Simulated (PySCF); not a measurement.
## Löwdin shares of the frontier orbitals

(Cl2Ga-mu-OH)3.
Cartesian coordinates in Å at the PBE0-D3(BJ)/def2-SVP level; atoms count from 1:
```xyz
15
Cl6Ga3H3O3 angstrom
Ga    -1.8132   -0.5752   -0.6464
Cl    -3.6544    0.4770   -0.3121
Cl    -1.5657   -2.3798   -1.7356
O     -0.6448    0.7538   -1.3717
Ga     1.2609    0.9066   -1.2809
Cl     2.1744   -0.6383   -2.4151
Cl     1.6119    3.0162   -1.4805
O      1.4980    0.5281    0.5804
Ga     0.7853   -0.9144    1.6183
Cl     0.8180   -0.1917    3.6388
Cl     1.5670   -2.7630    0.9271
O     -1.0519   -0.7770    1.0964
H     -1.0825    1.6093   -1.4886
H      1.6872    1.3150    1.1110
H     -1.6226   -0.4426    1.8028
```

Theory: TDDFT wB97X-D/def2-SVPD, vertical, gas phase, core orbitals frozen in the response (PySCF). The geometry optimisation had not met its thresholds, so the values belong to a structure short of the stationary point. Relativistic effects, spin–orbit coupling among them, are left out although an element past zinc is present.

Kohn–Sham orbitals with the atoms that hold most of them (Löwdin shares over 4%, at most four atoms; ? is withheld):

| orbital | ε (eV) | atoms |
| --- | --- | --- |
| LUMO+2 | 0.68 | Ga9 17%, Cl10 12%, Ga1 11%, Cl11 10% |
| LUMO+1 | 0.67 | Ga5 17%, Cl7 12%, Ga1 11%, Cl6 10% |
| LUMO | -0.38 | ? |
| HOMO | ? | Cl11 44%, Cl6 37%, Cl3 5%, Cl10 4% |
| HOMO-1 | -11.21 | ? |
| HOMO-2 | -11.32 | Cl3 36%, Cl6 29%, Cl11 26% |
| HOMO-3 | -11.49 | Cl3 40%, Cl6 20%, Cl11 10%, Cl7 8% |

Give the leading atoms of the LUMO.

Ga9 (bonded to 2 Cl and 2 O) 14%; Ga5 (bonded to 2 Cl and 2 O) 14%; Ga1 (bonded to 2 Cl and 2 O) 13%; Cl10 (bonded to Ga) 6%. By element: gallium 41%, chlorine 6% or more.

Which atoms hold the HOMO-1, and with what shares?

Cl3 (bonded to Ga) 51%; Cl6 (bonded to Ga) 19%; Cl11 (bonded to Ga) 15%; Cl2 (bonded to Ga) 6%.

What is the HOMO energy, and the HOMO–LUMO gap?

ε(HOMO) = -11.18 eV; the gap is 10.80 eV (0.3968 hartree).

The HOMO–LUMO gap is 10.80 eV. Where does the response calculation put the lowest singlet, and from which orbitals?

S1 is at 6.81 eV (f = 0.057), 3.99 eV below the gap, made of HOMO→LUMO (69%). Without the coupling terms of the response equations the lowest excitation would equal the gap.

Next come S2 at 6.84 eV (f 0.054), HOMO-1→LUMO (67%); S3 at 6.89 eV (f 0.0015), HOMO-2→LUMO (66%); S4 at 6.99 eV (f 0.0036), HOMO-3→LUMO (58%), HOMO-2→LUMO+1 (8%); S5 at 7.00 eV (f 0.0028), HOMO-4→LUMO (54%).

Orbitals of the list HOMO-3 to LUMO+2 that lie within 0.01 eV of each other are written together with a slash and their weights summed (≥ marks a lower bound); for degenerate orbitals outside that list single weights are arbitrary.

One conformer stands for the species.
